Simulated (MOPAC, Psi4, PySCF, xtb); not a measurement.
Two geometries of SMILES CO[Si]([SeH])([SeH])[SeH], relaxed at B3LYP-D3(BJ)/def2-SVP with one dihedral held; other torsions can differ between them too.

Structure A

```
12

C     -1.8667    -0.2226     1.6718
O     -1.0508    -0.2278     0.5181
Si     0.5684     0.0891     0.4030
Se     1.4491    -0.1914     2.5177
Se     1.0967     2.2561    -0.1373
Se     1.2328    -1.3532    -1.2421
H     -2.8823    -0.5233     1.3746
H     -1.5019    -0.9380     2.4302
H     -1.9173     0.7810     2.1288
H      2.8065     0.1394     2.0456
H      0.6962     2.0965    -1.5508
H      2.5138    -0.6467    -1.4348
```

Structure B

```
12

C      1.7433    -1.3439     0.8105
O      1.0229    -0.1318     0.7224
Si    -0.5916     0.0862     0.4436
Se    -1.5188     0.4777     2.5088
Se    -0.9845     1.9722    -0.7815
Se    -1.3758    -1.7939    -0.6460
H      1.4655    -1.9142     1.7144
H      2.8155    -1.1042     0.8650
H      1.5747    -1.9817    -0.0757
H     -2.8950     0.2886     2.0101
H     -0.4539     1.3858    -2.0311
H     -2.5017    -1.0349    -1.2195
```

### Question
Which is lower in energy at the level B3LYP-D3(BJ)/def2-TZVP // B3LYP-D3(BJ)/def2-SVP (Psi4), and by how much?

### Answer
A is lower, by 2.06 kJ/mol (dihedral Se4–Si3–O2–C1: 20° in A, 100° in B).

E(B) − E(A) in kJ/mol at the other levels, on the same two geometries: B3LYP/def2-TZVP // B3LYP-D3(BJ)/def2-SVP (Psi4) 1.99; PBE/def2-TZVP // B3LYP-D3(BJ)/def2-SVP (Psi4) 2.06; PBE-D3(BJ)/def2-TZVP // B3LYP-D3(BJ)/def2-SVP (Psi4) 2.09; r2SCAN/def2-TZVP // B3LYP-D3(BJ)/def2-SVP (Psi4) 2.57; PM7, restricted, heats of formation // B3LYP-D3(BJ)/def2-SVP (MOPAC) 0.31; PM6, restricted, heats of formation // B3LYP-D3(BJ)/def2-SVP (MOPAC) 0.64; GFN1-xTB // B3LYP-D3(BJ)/def2-SVP (xtb) 0.09; restricted B3LYP/6-31G*, spherical d, density fitting // B3LYP-D3(BJ)/def2-SVP (PySCF) 2.49; restricted B3LYP/3-21G, density fitting // B3LYP-D3(BJ)/def2-SVP (PySCF) 3.88; restricted Hartree-Fock/LANL2DZ, with its core potentials past Ne // B3LYP-D3(BJ)/def2-SVP (PySCF) 2.56.
